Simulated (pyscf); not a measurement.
`[CH3][C+]=[CH][CH3]` -> `[CH2+][CH]=[CH][CH3]`, a hydrogen shift (singlet surface; C–H broken, C–H formed). Single points on ωB97X-D3(BJ)/def2-SVP structures (PySCF, gas phase). Correlated levels are frozen-core, on RHF or UHF. ΔMP2 is the change of the MP2 total energy from the triple- to the quadruple-zeta basis. Energies in eV from the reactant's lowest minimum found.

Small-basis levels: PySCF, no dispersion term, spherical d functions. AM1 to PM7: differences of heats of formation from MOPAC, which are fitted to 298 K values and so differ in kind from electronic energies by zero-point and thermal terms. GFN2-xTB: tblite. Cost: rough CPU time at the saddle relative to B3LYP/6-31G*, from one job on a shared machine.

```
level                             barrier  reaction energy        cost
--------------------------------  -------  ---------------  ----------
HF/STO-3G                            1.59            -0.76        0.04
HF/6-31G*                            1.04            -1.00        0.08
MP2/6-31G*                           0.87            -0.95        0.10
B3LYP/STO-3G                         1.21            -0.92         0.6
B3LYP/3-21G                          1.03            -0.88         0.8
B3LYP/6-31G*                         0.87            -0.87           1
B3LYP/6-311+G**                      0.83            -0.82           2
PBE/def2-SVP                         0.74            -0.74           2
B3LYP/def2-SVP                       0.79            -0.83           1
GFN2-xTB                             0.91            -0.17  under 0.02
AM1                                  0.65            -0.88  under 0.02
PM6                                  0.70            -0.77  under 0.02
CCSD(T)/def2-TZVPP + ΔMP2(QZVPP)     0.79            -0.83           –
```

Against the last row the barrier runs from -0.13 (AM1) to +0.80 eV (HF/STO-3G); B3LYP/def2-SVP happens to lie closest here (0.01 eV apart). CCSD(T)/def2-TZVPP + ΔMP2(QZVPP) has limits of its own. On the product side the descent ends in a point that may be a rotor saddle (no frequency run), 0.13 eV over the lowest minimum found and 1.50 eV under the saddle at ωB97X-D3(BJ)/def2-TZVP. One saddle was located; it need not be the lowest between these sides. The CCSD(T) − MP2 part came from Ansatz, without density fitting, on the same reference.
